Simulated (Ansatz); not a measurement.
Calculation: Ansatz (an electronic-structure program) with frozen-core CCSD(T)/def2-TZVPP // CAM-B3LYP-D3(BJ)/def2-TZVP.

Ansatz 0.2 input:
```yaml
crystal:
  periodic: [false, false, false]
  atoms:
    - { symbol: I, position_ang: [1.859426, -0.764465, 0.015871] }
    - { symbol: B, position_ang: [-0.003545, 0.206533, -0.003596] }
    - { symbol: I, position_ang: [-1.832097, -0.827923, 0.010967] }
    - { symbol: H, position_ang: [-0.023784, 1.385854, -0.02324] }
basis:
  gaussian: { orbitals: def2-TZVPP }
correlation:
  method: ccsd_t
```

Output:

```
Functional definition: HF
1232 factors; integrals over basis functions are off by at most 1.3e-3 eV
mean field evaluation 1: about -16833.1084 eV, gradient 1.3e1 eV
mean field evaluation 2: about -16833.1408 eV, gradient 1.3e1 eV
mean field evaluation 4: about -16833.9361 eV, gradient 3.2e0 eV
mean field evaluation 8: about -16833.9718 eV, gradient 2.1e-1 eV
mean field evaluation 16: about -16833.7400 eV, gradient 8.0e0 eV
mean field -16833.97228798 eV, -618.6370711071 hartree, gradient 5.6e-6 eV, S^2 0.000000; 0 other end points of the search recorded, 0 dependent functions left out
9 core orbitals not correlated
reference -16833.97228798 eV, -618.6370711071 hartree; 19, 19 occupied and 117, 117 virtual orbitals, 1232 factors
second order -29.83504629 eV of doubles, -0.00000000 eV of singles
cycle   1  -27.63781347 eV  change     2.2e0 eV  update   1.1e-1
cycle   2  -28.34917293 eV  change   -7.1e-1 eV  update   3.2e-2
cycle   3  -28.45189875 eV  change   -1.0e-1 eV  update   1.8e-2
cycle   4  -28.40478985 eV  change    4.7e-2 eV  update   6.1e-3
cycle   5  -28.40461202 eV  change    1.8e-4 eV  update   3.5e-3
cycle   6  -28.40742963 eV  change   -2.8e-3 eV  update   7.4e-4
cycle   7  -28.40665431 eV  change    7.8e-4 eV  update   2.1e-4
cycle   8  -28.40658306 eV  change    7.1e-5 eV  update   4.8e-5
cycle   9  -28.40664528 eV  change   -6.2e-5 eV  update   1.6e-5
cycle  10  -28.40663716 eV  change    8.1e-6 eV  update   4.7e-6
perturbative correction -0.73412540 eV, -0.0269786108 hartree
Total energy: -16863.11305054 eV, -619.7079743788 hartree
```

Cost: around 2.1 core-minutes (rough).
